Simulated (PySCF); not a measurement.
Coordinates in bohr (charge 0 multiplicity 1):
```
Ge   -1.6114    0.0000    0.0000
S    -5.4313    0.0000    0.0000
I     1.1539   -3.8192    0.0000
I     1.1539    3.8192    0.0000
```

Computed with PBE0/[Ge def2-SVP, S def2-SVP, I def2-SVP with ECP28], scalar-relativistic core potentials, density fitting, no spin–orbit coupling, PySCF.

This geometry of GeSI₂ is a stationary point at this level.

Question: What is the point group?

Answer: C2v.

Question: Is it a minimum?

Answer: Yes: all harmonic wavenumbers are real.

Question: List the harmonic modes with their infrared intensities.

Answer: 
```tsv
symmetry	ω (cm⁻¹)	IR (km/mol)	type
a1	75	0.2	bend
b1	113	2.1	bend
b2	115	4.0	bend
a1	212	6.1	stretch
b2	273	67.4	mixed
a1	577	54.8	stretch
```

Question: What are the dipole moment and the gap between the highest occupied and lowest empty levels?

Answer: 2.12 D and 4.18 eV.

In C2v the vibrations span 3a1 + b1 + 2b2. Here b1 is antisymmetric to the molecular plane and b2 lies in it.

Only a few start shapes were tried, so a lower isomer may exist.
